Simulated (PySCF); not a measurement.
# Working out the ionisation energy of Fe

Fe [Ar] 3d6 4s2 (5D) → Fe⁺ [Ar] 3d6 4s1 (6D). All numbers are calculated (PySCF 2.14, the spin-free X2C one-electron Hamiltonian (Gaussian nucleus), in x2c-TZVPall (6s5p4d1f, 48 functions)). Frozen: [Ar]. Energies in hartree (1 hartree = 27.21139 eV):

| part | Fe (lower) | Fe⁺ (upper) |
| --- | --- | --- |
| UHF | -1271.336474 | -1271.099891 |
| MP2 opposite-spin | -0.077917 | -0.045654 |
| MP2 same-spin | -0.069880 | -0.068790 |

**Question.** What does Hartree-Fock give?

**Answer.** (-1271.099891) − (-1271.336474) = 0.236583 hartree = 6.438 eV.

**Question.** What do MP2 and SCS-MP2 (6/5 opposite-spin, 1/3 same-spin) give?

**Answer.** The opposite-spin parts differ by 0.878 eV and the same-spin parts by 0.030 eV. MP2: 6.438 + (0.878) + (0.030) = 7.346 eV. SCS-MP2: 6.438 + 1.2 × (0.878) + (0.030)/3 = 7.502 eV.

Measured between the centres of the two terms (NIST): 7.904 eV, so MP2 (valence) is off by -0.558 eV.

What remains against the reference includes basis incompleteness, the frozen core and correlation beyond second order.
